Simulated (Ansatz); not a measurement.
C$_{4}$H$_{3}$F$_{3}$ (`C=C(F)/C(F)=C/F`). The species carries charge 0 and has multiplicity 1.

Cartesian coordinates in Å:
```
C -1.273 -0.457 -1.300
C -0.116 -0.198 -0.712
F 1.038 -0.274 -1.390
C 0.075 0.185 0.674
F -1.043 0.274 1.393
C 1.258 0.437 1.226
F 1.367 0.783 2.501
H -1.308 -0.736 -2.343
H -2.189 -0.390 -0.732
H 2.190 0.376 0.682
```

(1) What are the harmonic wavenumbers in cm⁻¹ at PBE0-D4/def2-TZVP (Ansatz, finite differences of forces, unscaled)? (Best estimate.)

(2) Is this a minimum?

(3) Give the ideal-gas thermochemistry at 298.15 K and 1 bar (rigid rotor, harmonic oscillator; point group Cs, symmetry number 1).

(4) Rotational constants (cm⁻¹)?

Answers

(1) Computed: 94, 182, 217, 283, 383, 496, 501, 613, 685, 738, 840, 882, 890, 957, 1150, 1211, 1335, 1390, 1438, 1726, 1781, 3202, 3264, 3304.

(2) Yes, all 24 modes are real.

(3) Zero-point energy 164.9 kJ/mol; H(298) − E = 184.6 kJ/mol; entropy 339.4 J/(mol·K), of which translation 167.3, rotation 115.7, vibration 56.5; G(298) − E = 83.4 kJ/mol. Modes under 100 cm⁻¹ are hindered rotations or soft bends, so the harmonic entropy is rough.

(4) 0.1615, 0.06305, 0.04535.
